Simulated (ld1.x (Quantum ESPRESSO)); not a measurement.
## Pseudopotential generation for zinc (Zn): PAW, LDA (PZ), scalar-relativistic.

ld1.x (Quantum ESPRESSO) 7.5 input, shortened:

```
&input
   title='Zn', zed=30., rel=1, dft='PZ', iswitch=3,
   config='[Ar] 3d10 4s2 4p0'
 /
 &inputp
   pseudotype=3, lpaw=.true., tm=.true., lloc=-1, rcloc=3.34,
   nlcc=.true., new_core_ps=.true.,
   which_augfun='BESSEL', rmatch_augfun=1.18
 /
6
4S  1  0   2.00   0.00  1.94  2.72  0.0
4S  1  0   0.00   0.15  1.94  2.72  0.0
4P  2  1   0.00   0.00  3.26  4.38  0.0
4P  2  1   0.00   0.30  3.26  4.38  0.0
3D  3  2  10.00   0.00  1.18  1.54  0.0
3D  3  2   0.00   1.10  1.18  1.54  0.0
 &test
   configts(1)='3d10 4s2 4p0'
 /
```

Results:

| Property | Result |
| --- | --- |
| Configuration tests | test run stopped at test 1 of 9 (negative rho) |
| Lowest eigenvalue of the overlap operator | -5.53 (p channel); it is negative, so in a basis up to 400 Ry S is not positive definite and the file is unfit for use |

The ghost test of this file was not conclusive. Its overlap operator is not positive definite in a basis up to 400 Ry (lowest eigenvalue p -5.53), so the file is unfit for use: the generalised eigenproblem breaks down once the basis is large enough, and its test numbers describe a broken file.

Generation and tests took about 0.97 s on one core of a shared server CPU.
